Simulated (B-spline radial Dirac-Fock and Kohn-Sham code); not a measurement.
**Characteristic X-ray lines: Pm⁷⁺**

System: promethium as Pm⁷⁺ in the configuration 1s2 2s2 2p6 3s2 3p6 3d10 4s2 4p6 4d10 4f3 5s2 5p3.

These are calculated numbers from a B-spline atomic structure program; the model is Dirac-Fock (average of configuration) total-energy differences with a finite nucleus, the Breit interaction including its frequency dependence, and self-energy and vacuum-polarisation corrections. A line energy is the difference of two single-hole energies; the list is a selection of electric-dipole transitions between resolved j subshells. Electron correlation is not included.

```
 line  energy (keV)  wavelength (Å)
 Kβ2'        44.939         0.27589
  Kβ1        43.821         0.28293
  Kβ3        43.708         0.28367
  Kα1        38.722         0.32019
  Kα2        38.169         0.32483
  Lγ3        7.1904          1.7243
L2-O1        6.9925          1.7731
  Lγ1        6.8878          1.8001
  Lγ5        6.6749          1.8575
  Lβ7        6.4392          1.9255
  Lβ2        6.3388          1.9559
 Lβ15        6.3344          1.9573
  Lβ6        6.1215          2.0254
  Lβ3        6.0718          2.0420
  Lβ1        5.9596          2.0804
  Lβ4        5.9586          2.0808
  Lα1        5.4301          2.2833
  Lα2        5.4063          2.2933
   Lη        5.3590          2.3136
   Lℓ        4.8057          2.5800
```
